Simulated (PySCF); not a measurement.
These are PySCF with PBE-D3(BJ)/def2-TZVP // B3LYP-D3(BJ)/def2-TZVP values and carry that method's errors. Gas-phase values, no solvent. 

Reference species (SMILES): `NB(N)N` (neutral, multiplicity 1).

The dipole moment is 0.02 D.

Changed species: `B(N)N` (whole molecule; the reference has whole molecule).

**Question.** Give the shifts of the dipole moment.

**Answer.** the dipole moment goes up by 1.40 D, to 1.42 D.
